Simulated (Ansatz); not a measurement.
Basis-set extrapolation for Cl$_{2}$FH$_{3}$OSi$_{2}$ (`O[Si@H](Cl)[Si@H](F)Cl`) (PBE0-D4/def2-TZVP geometry, frozen core, Ansatz 0.2.0). Multiplicity 1, RHF reference.

```tsv
	def2-TZVPP	def2-QZVPP
HF	-1673.272793	-1673.325208
MP2 correlation	-1.095332	-1.199152
CCSD(T) correlation	-1.191307	not run
```

Energies in hartree. Use E(X) = E(∞) + A·exp(−7.88·√X) for Hartree–Fock and E(X) = E(∞) + B·X^(−2.97) for correlation, with X = 3 and 4, and add CCSD(T) minus MP2 of the smaller set to the MP2 limit.

**Question.** What is the CCSD(T) energy at the basis-set limit?

**Answer.** HF limit: -1673.325208 + (-0.052415) × 0.13774 = -1673.33243. MP2 limit: -1.199152 + (-0.103820) × 0.74074 = -1.27606. Higher-order term: -1.191307 − (-1.095332) = -0.09597. Total: -1674.70446 hartree, 150.8 kcal/mol below CCSD(T)/def2-TZVPP.
